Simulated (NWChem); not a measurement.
**Basis-set dependence for F₂Mg**

```xyz
3

Mg     0.0000     0.0000     0.0000
F      0.0000     0.0000     1.7682
F      0.0000     0.0000    -1.7682
```
Charge 0, spin multiplicity 1.

The numbers come from NWChem runs, not from measurements. Structure: optimised with PBE/def2-SVP, a minimum by its harmonic frequencies.

Hartree-Fock energies in Ha, correlation energies in mHa.

The correlated methods keep 7 core orbitals frozen. The structure started from a generated list of species. Coupled-cluster values serve here as a point of comparison, not as the truth.

```
basis    functions         RHF     MP2  SCS-MP2     CCSD  CCSD+T(CCSD)  CCSD(T)  CR-CCSD[T]  CR-CCSD(T)
-------  ---------  ----------  ------  -------  -------  ------------  -------  ----------  ----------
3-21G           31  -396.38762  -255.2   -246.2   -254.4        -259.4   -258.1      -258.8      -257.7
cc-pVDZ         46  -398.62299  -412.4   -396.4   -413.8        -420.7   -419.1      -419.5      -418.3
cc-pVTZ         94  -398.70079  -555.8   -539.7   -551.2        -567.7   -566.3      -564.8      -563.7
cc-pVQZ        169  -398.72229  -608.3   -595.8  not run       not run  not run     not run     not run
```

From cc-pVTZ to cc-pVQZ the Hartree-Fock energy moves by -21.5 mHa and the MP2 correlation energy by -52.5 mHa, which is 9 % of its value in the larger set.
